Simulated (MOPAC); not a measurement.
MOPAC input (AM1):

```
AM1 1SCF UHF MS=0.5 GEO-OK AUX(PRECISION=9) THREADS=1
H3BP

B     0.09430468 1   -0.35799188 1   -1.21042210 1
H    -0.60782282 1    0.07899554 1   -2.06759902 1
H     0.87309333 1   -1.22082555 1   -1.47607758 1
P    -0.13240901 1    0.18225991 1    0.57830281 1
H     1.24934115 1    0.19789069 1    0.92124490 1
```

From the output:

```
                                                       MOPAC v23.2.5 Linux

          FINAL HEAT OF FORMATION =         48.83059 KCAL/MOL =     204.30720 KJ/MOL

          COSMO AREA              =         83.30 SQUARE ANGSTROMS
          COSMO VOLUME            =         65.91 CUBIC ANGSTROMS

          IONIZATION POTENTIAL    =          9.724872 EV
          ALPHA SOMO LUMO (EV)    =         -9.725  0.680
          BETA  SOMO LUMO (EV)    =        -10.315 -2.054
          NO. OF ALPHA ELECTRONS  =          6
          NO. OF BETA  ELECTRONS  =          5
          MOLECULAR WEIGHT        =         44.8075         POINT GROUP:  C1

          MOLECULAR DIMENSIONS (Angstroms)

            Atom       Atom       Distance
            H     5    H     2     3.52085
            P     4    H     3     2.36857
            H     2    H     3     0.55508

          SCF CALCULATIONS        =          1

   ATOM   CHEMICAL          X               Y               Z
  NUMBER   SYMBOL      (ANGSTROMS)     (ANGSTROMS)     (ANGSTROMS)

     1       B          0.09430468  *  -0.35799188  *  -1.21042210  *
     2       H         -0.60782282  *   0.07899554  *  -2.06759902  *
     3       H          0.87309333  *  -1.22082555  *  -1.47607758  *
     4       P         -0.13240901  *   0.18225991  *   0.57830281  *
     5       H          1.24934115  *   0.19789069  *   0.92124490  *

                             CARTESIAN COORDINATES

   1    B        0.094304680    -0.357991880    -1.210422100
   2    H       -0.607822820     0.078995540    -2.067599020
   3    H        0.873093330    -1.220825550    -1.476077580
   4    P       -0.132409010     0.182259910     0.578302810
   5    H        1.249341150     0.197890690     0.921244900

           Empirical Formula: H3 B P  =     5 atoms

      MOLECULAR POINT GROUP   :   C1

          ALPHA EIGENVALUES
 -22.96684 -18.26757 -13.01674 -11.90282 -10.58589  -9.72487   0.67972   0.91673
   1.61649   4.12122   5.10604

           BETA EIGENVALUES
 -22.77011 -17.83391 -12.86986 -11.77955 -10.31464  -2.05389   0.75961   1.00061
   1.71898   4.16370   5.11702

              NET ATOMIC CHARGES AND DIPOLE CONTRIBUTIONS

  ATOM NO.   TYPE          CHARGE      No. of ELECS.   s-Pop       p-Pop
    1          B           0.297110        2.7029     1.31463     1.38826
    2          H          -0.049232        1.0492     1.04923
    3          H          -0.068986        1.0690     1.06899
    4          P          -0.257918        5.2579     1.88115     3.37677
    5          H           0.079026        0.9210     0.92097
 DIPOLE           X         Y         Z       TOTAL
 POINT-CHG.     0.627    -0.276    -1.116     1.310
 HYBRID         1.330    -0.193    -0.612     1.477
 SUM            1.958    -0.469    -1.728     2.653

          ATOMIC ORBITAL ELECTRON POPULATIONS

     Atom    s        px        py        pz
    1  B   1.31463   0.39482   0.38371   0.60973
    2  H   1.04923
    3  H   1.06899
    4  P   1.88115   1.15553   1.00224   1.21900
    5  H   0.92097

                    (SZ)    =    0.500000
                    (S**2)  =    0.751806

          ATOMIC ORBITAL SPIN POPULATIONS

    Atom   Total    s     px     py     pz
         Atomic
    1  B -0.0031 -0.005  0.021 -0.004 -0.016
    2  H  0.0055  0.005
    3  H  0.0064  0.006
    4  P  1.0178  0.004  0.026  0.900  0.088
    5  H -0.0266 -0.027

 **********************
 *                    *
 * JOB ENDED NORMALLY *
 *                    *
 **********************

 == MOPAC DONE ==
```

The geometry given is a B3LYP-D3(BJ)/def2-TZVP minimum.
